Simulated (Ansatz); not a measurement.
Relaxation of BBrH4O4 (10 atoms, charge 0, multiplicity 1), to a largest force component of 0.03 eV/Å in at most 50 steps.

Method: UKS PBE0-D4/def2-SVP in Ansatz.

```xyz
10
Properties=species:S:1:pos:R:3
B -0.013 -0.868 0.558
Br 1.991 -0.876 0.439
O -0.629 -0.728 1.741
O -0.675 -1.101 -0.599
H 1.104 1.689 -0.293
O 0.144 1.750 -0.417
O -0.010 1.360 -1.767
H -0.019 -0.555 2.464
H -1.632 -1.096 -0.462
H -0.261 0.425 -1.665
```

Task: Where does it end, and by what steps?

Result: The run converged. After 6 steps the energy has fallen by 0.041 eV; O6 moved furthest, 0.10 Å.

| step | energy less start (eV) | largest force component (eV/Å) | accepted |
| --- | --- | --- | --- |
| 0 | 0.0000 | 1.042 | yes |
| 1 | -0.0308 | 0.531 | yes |
| 2 | -0.0381 | 0.202 | yes |
| 3 | -0.0400 | 0.088 | yes |
| 4 | -0.0411 | 0.065 | yes |
| 5 | -0.0413 | 0.037 | yes |
| 6 | -0.0414 | 0.015 | yes |

```xyz
10
Properties=species:S:1:pos:R:3
B 0.031 -0.857 0.545
Br 1.971 -0.961 0.468
O -0.620 -0.692 1.712
O -0.650 -1.098 -0.607
H 1.096 1.757 -0.321
O 0.134 1.660 -0.369
O -0.062 1.374 -1.742
H -0.039 -0.536 2.463
H -1.603 -1.068 -0.454
H -0.258 0.420 -1.696
```

Whether the end is a true minimum wasn't checked by a vibrational analysis.

Run time: 43 s on 4 threads of Arm Neoverse N1 (shared host), peak memory 0.48 GiB.
